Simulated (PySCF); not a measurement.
**How methods differ on the ionisation energy of Kr²⁺**

Kr²⁺ [Ar] 3d10 4s2 4p4 (3P) → Kr³⁺ [Ar] 3d10 4s2 4p3 (4S), as a difference of total energies. Calculation: PySCF 2.14, in def2-SVP (5s4p3d, 32 functions); the non-relativistic Hamiltonian (point nucleus). Correlated levels: valence: [Ar] 3d10 frozen. The calculations carry no spin-orbit coupling.

```csv
method,ionisation energy (eV)
UHF,34.253
MN15,35.379
PBE0,35.479
MP2 (valence),34.671
SCS-MP2 (valence),34.688
CCSD (valence),34.686
CCSD(T) (valence),34.696
```

Q: How much does correlation contribute at CCSD(T) (valence)?

A: 34.696 − (34.253) = 0.443 eV, measured against UHF.

These non-relativistic numbers lack the scalar-relativistic shift.

The reference lies between the lowest fine-structure levels, while these numbers refer to the centres of the terms.

Errors of the correlated levels include the incompleteness of this basis and the frozen core.

For comparison: 35.838 ± 0.02 eV (measured; NIST Atomic Spectra Database, ionization energies).
